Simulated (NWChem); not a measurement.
All runs are NWChem calculations. System: trimethylarsine (C3H9As), charge 0, spin multiplicity 1, at a geometry optimised with PBE/def2-SVP. Level: G0W0@PBE/def2-TZVP, RI basis def2-tzvp-rifit.

The NWChem input:

```
start mol
memory heap 200 mb stack 700 mb global 1700 mb
geometry units angstroms nocenter noautoz
  C     -0.955925    -0.315162     1.487094
  As     0.108872     0.465395     0.000000
  C     -0.955925    -0.315162    -1.487094
  C      1.553561    -0.901279     0.000000
  H     -1.127370    -1.401462     1.344068
  H     -1.934446     0.201391     1.547932
  H     -0.421487    -0.155034     2.444564
  H     -1.127370    -1.401462    -1.344068
  H     -0.421487    -0.155034    -2.444564
  H     -1.934446     0.201391    -1.547932
  H      1.145378    -1.932533     0.000000
  H      2.189100    -0.762839    -0.897223
  H      2.189100    -0.762839     0.897223
  symmetry group Cs
end
basis spherical
  * library def2-tzvp
end
basis "ri basis" bse spherical
  * library def2-tzvp-rifit
end
dft
  xc xpbe96 cpbe96
  iterations 100
  direct
  tolerances tight
end
task dft energy
gw
  method cdgw
  states alpha occ 4 vir 2
end
task dft gw
```

Output (cleaned and shortened):

```
             Northwest Computational Chemistry Package (NWChem) 7.3.0
             --------------------------------------------------------

                                NWChem Input Module
                                -------------------

 Scaling coordinates for geometry "geometry" by  1.889725989
 (inverse scale =  0.529177249)

 Turning off AUTOSYM since
 SYMMETRY directive was detected!

                             Geometry "geometry" -> ""
                             -------------------------

 Output coordinates in angstroms (scale by  1.889725989 to convert to a.u.)

  No.       Tag          Charge          X              Y              Z
 ---- ---------------- ---------- -------------- -------------- --------------
    1 C                    6.0000    -0.95592500    -0.31516200     1.48709400
    2 As                  33.0000     0.10887200     0.46539500     0.00000000
    3 C                    6.0000    -0.95592500    -0.31516200    -1.48709400
    4 C                    6.0000     1.55356100    -0.90127900     0.00000000
    5 H                    1.0000    -1.12737000    -1.40146200     1.34406800
    6 H                    1.0000    -1.93444600     0.20139100     1.54793200
    7 H                    1.0000    -0.42148700    -0.15503400     2.44456400
    8 H                    1.0000    -1.12737000    -1.40146200    -1.34406800
    9 H                    1.0000    -0.42148700    -0.15503400    -2.44456400
   10 H                    1.0000    -1.93444600     0.20139100    -1.54793200
   11 H                    1.0000     1.14537800    -1.93253300     0.00000000
   12 H                    1.0000     2.18910000    -0.76283900    -0.89722300
   13 H                    1.0000     2.18910000    -0.76283900     0.89722300

 Effective nuclear repulsion energy (a.u.)     287.2589470325

            Nuclear Dipole moment (a.u.)
            ----------------------------
        X                 Y               Z
 ---------------- ---------------- ----------------
     0.0000264562    -0.0000075589     0.0000000000

      Symmetry information
      --------------------

 Group name             Cs
 Group number              2
 Group order               2
 No. of unique centers     8

      Symmetry unique atoms

     1    2    4    5    6    7   11   12


 Summary of "ao basis" -> "" (spherical)
 ------------------------------------------------------------------------------
       Tag                 Description            Shells   Functions and Types
 ---------------- ------------------------------  ------  ---------------------
 *                         def2-tzvp                  on all atoms

 new library libraries.bse/

 Summary of "ri basis" -> "" (spherical)
 ------------------------------------------------------------------------------
       Tag                 Description            Shells   Functions and Types
 ---------------- ------------------------------  ------  ---------------------
 *                      def2-tzvp-rifit               on all atoms

  pbe96 is a nonlocal functional; adding pw91lda local functional.

                                 NWChem DFT Module
                                 -----------------

 Summary of "ao basis" -> "ao basis" (spherical)
 ------------------------------------------------------------------------------
       Tag                 Description            Shells   Functions and Types
 ---------------- ------------------------------  ------  ---------------------
 C                         def2-tzvp                11       31   5s3p2d1f
[...]
   Bfn.  Coefficient  Atom+Function         Bfn.  Coefficient  Atom+Function
  ----- ------------  ---------------      ----- ------------  ---------------
    51      0.385513   2 As py               48      0.375150   2 As py
    37      0.311682   2 As s                36      0.260143   2 As s
    42     -0.238051   2 As py               35     -0.129496   2 As s
   117     -0.113925   4 C  py               34     -0.101682   2 As s
   144      0.100727   5 H  s               162      0.100727   8 H  s

 Vector   31  Occ=0.000000D+00  E= 8.388585D-03  Symmetry=a"
              MO Center= -2.3D-01,  2.2D-01,  6.5D-11, r^2= 5.9D+00
   Bfn.  Coefficient  Atom+Function         Bfn.  Coefficient  Atom+Function
  ----- ------------  ---------------      ----- ------------  ---------------
     5      2.322002   1 C  s                84     -2.322002   3 C  s
    52     -1.520375   2 As pz              144     -0.715039   5 H  s
   162      0.715039   8 H  s               156     -0.577400   7 H  s
   168      0.577400   9 H  s               150     -0.565816   6 H  s
   174      0.565816  10 H  s                14     -0.330915   1 C  pz

 Vector   32  Occ=0.000000D+00  E= 8.417138D-03  Symmetry=a'
              MO Center=  3.0D-01,  9.7D-02, -6.5D-11, r^2= 5.9D+00
   Bfn.  Coefficient  Atom+Function         Bfn.  Coefficient  Atom+Function
  ----- ------------  ---------------      ----- ------------  ---------------
   115      2.681772   4 C  s                50     -1.481181   2 As px
     5     -1.343971   1 C  s                84     -1.343971   3 C  s
   180     -0.825249  11 H  s               186     -0.660107  12 H  s
   192     -0.660107  13 H  s               144      0.413574   5 H  s
   162      0.413574   8 H  s               122     -0.408483   4 C  px

 Vector   33  Occ=0.000000D+00  E= 1.281142D-02  Symmetry=a'
              MO Center= -2.1D-01, -8.9D-01, -3.5D-13, r^2= 8.7D+00
   Bfn.  Coefficient  Atom+Function         Bfn.  Coefficient  Atom+Function
  ----- ------------  ---------------      ----- ------------  ---------------
     5      1.978939   1 C  s                84      1.978939   3 C  s
   115      1.983611   4 C  s               150     -0.912798   6 H  s
   156     -0.912203   7 H  s               168     -0.912203   9 H  s
   174     -0.912798  10 H  s               186     -0.913899  12 H  s
   192     -0.913899  13 H  s               144     -0.896717   5 H  s

 center of mass
 --------------
 x =   0.03784549 y =   0.16177465 z =   0.00000000

 moments of inertia (a.u.)
 ------------------
         398.956631545063          32.307539452623           0.000000000000
          32.307539452623         529.915073414788           0.000000000000
           0.000000000000           0.000000000000         391.685880900568

     Multipole analysis of the density
     ---------------------------------

     L   x y z        total         alpha         beta         nuclear
     -   - - -        -----         -----         ----         -------
     0   0 0 0     -0.000000    -30.000000    -30.000000     60.000000

     1   1 0 0     -0.076418     -0.038222     -0.038222      0.000026
     1   0 1 0     -0.326694     -0.163343     -0.163343     -0.000008
     1   0 0 1     -0.000000     -0.000000     -0.000000      0.000000

     2   2 0 0    -29.142104    -98.697425    -98.697425    168.252747
     2   1 1 0     -0.499155     10.741653     10.741653    -21.982462
     2   1 0 1      0.000000      0.000000      0.000000     -0.000000
     2   0 2 0    -31.159240    -55.163458    -55.163458     79.167676
     2   0 1 1      0.000000      0.000000      0.000000      0.000000
     2   0 0 2    -29.025895   -101.119135   -101.119135    173.212374

 Task  times  cpu:       97.1s     wall:       97.1s

                                NWChem Input Module
                                -------------------

                                 NWChem GW Module
                                 ----------------

                             ***********************
                             ***        GW       ***
                             ***********************

 Summary of "ri basis" -> "ri basis" (spherical)
 ------------------------------------------------------------------------------
       Tag                 Description            Shells   Functions and Types
 ---------------- ------------------------------  ------  ---------------------
 C                      def2-tzvp-rifit             22       76   8s6p4d3f1g
 As                     def2-tzvp-rifit             37      159   10s9p8d5f4g1h
 H                      def2-tzvp-rifit              7       15   4s2p1d

                 Memory Information
                 ------------------
          Available GA per process is          1699.7 MBs
          Available stack per process is        700.0 MBs
          Available heap per process is           0.0 MBs

          Peak memory in Initialization
              Peak GA per process is                 27.2 MBs
              Peak stack per process is               0.4 MBs
              Peak heap per process is               28.1 MBs
              Memory not in MA per process            0.0 MBs

          Peak memory in CDGW Calculation
              Peak GA per process is                 31.6 MBs
              Peak stack per process is               4.2 MBs
              Peak heap per process is                4.5 MBs
              Memory not in MA per process            0.0 MBs

          Computing 2-center integrals
          Computing Inverse Cholesky factor
          Computing 3-center integrals
          Computing Vxc

          Computing Sigma_x
          Computing W(iw) on the imaginary grid
          Solving quasiparticle equations

                  Alpha Orbitals
          State     Energy (eV)     Error (eV)
          -----------------------------------
@GW        27        -12.668           0.003
@GW        28        -10.252           0.002
@GW        29        -10.251           0.002
@GW        30         -8.166           0.002
@GW        31          2.696           0.002
@GW        32          2.696           0.002

     GW Timing Statistics
   ------------------------
   Init.   :          0.3s
     ERIs  :          9.0s
     Distr.:          0.1s
     Vxc   :          2.0s
   Vmo     :          0.0s
   iW      :         15.9s
   I_n     :          0.0s
   R_n     :          3.7s
   GW total:         31.1s

 Task  times  cpu:       31.1s     wall:       31.1s

 Total times  cpu:      128.3s     wall:      128.3s
```
